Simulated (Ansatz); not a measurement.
Reactions of Cl2F2Sn (`[F][Sn]([F])([Cl])[Cl]`).

Program: Ansatz. Geometries: PBE0-D4/def2-TZVP. ΔE: electronic, gas phase. CCSD(T)/CBS is the MP2 limit (def2-TZVPP, def2-QZVPP) plus CCSD(T) − MP2 in def2-TZVPP, frozen cores. This one scheme is used for every species, atoms too. Open shells (•) are unrestricted, without spin–orbit coupling. Spin–orbit coupling would lower the free atoms: a little for Cl, F; strongly for Sn. Elements past krypton have def2 core potentials. Bonds to Sn are less sure, by a few kJ/mol each and by 10 to 20 or more in all where they break to atoms, as the def2 sets lack core-valence functions.

Q: Order these by ΔE at CCSD(T)/CBS, lowest first. (An estimate is asked.)
A. `[F][Sn]([F])([Cl])[Cl]` → 2 Cl• + 2 F• + Sn•
B. `[F][Sn]([F])([Cl])[Cl]` → `[Cl][Sn][Cl]` + F₂
C. `[F][Sn]([F])([Cl])[Cl]` + H₂ → `[F][SnH]([Cl])[Cl]` + H–F
D. `[F][Sn]([F])([Cl])[Cl]` + SiH₄ → `[F][Sn]([F])([SiH3])[Cl]` + HCl
E. `[F][Sn]([F])([Cl])[Cl]` + H–F → `[F][Sn]([F])([F])[Cl]` + HCl

A: C (+16.4 kJ/mol), D (+25.3 kJ/mol), E (+42.4 kJ/mol), B (+597.2 kJ/mol), A (+1551.9 kJ/mol).

Largest T1 diagnostic: 0.014, for `[F][Sn]([F])([F])[Cl]`.
